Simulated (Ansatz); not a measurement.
Gas-phase electronic energies from Ansatz, PBE0-D4/def2-TZVP geometries. CCSD(T)/CBS is the MP2 limit (def2-TZVPP, def2-QZVPP) plus CCSD(T) − MP2 in def2-TZVPP, frozen cores. This one scheme is used for every species. One conformer a species, not always the lowest.

Consider the ligand exchange at the Al–Cl bond: `[OH][Al]([SH])[Cl]` + `O[SiH3]` → `[OH][Al]([SH])[O][SiH3]` + HCl.

| species | CCSD(T)/CBS(def2) energy (Eh) |
| --- | --- |
| `[OH][Al]([SH])[Cl]` | -1176.12769 |
| `O[SiH3]` | -366.69042 |
| `[OH][Al]([SH])[O][SiH3]` | -1082.43542 |
| HCl | -460.38127 |

**Question.** Work out ΔE.

**Answer.** ΔE = (-1082.43542) + (-460.38127) − (-1176.12769) − (-366.69042) = 0.00142 Eh = +3.7 kJ/mol.

Largest T1 diagnostic among the species: 0.012.

Leaving LDA and LC-ωPBE aside and taking each functional with its dispersion term where it has one, the values, not all of them listed here, spread over 13.1 kJ/mol, from CAM-B3LYP-D4 to revPBE-D4. LDA lies −4.5 kJ/mol from PBE without D4. At CCSD(T), def2-SVP lies −5.6 kJ/mol from the extrapolated value and def2-TZVPP −3.6 kJ/mol.
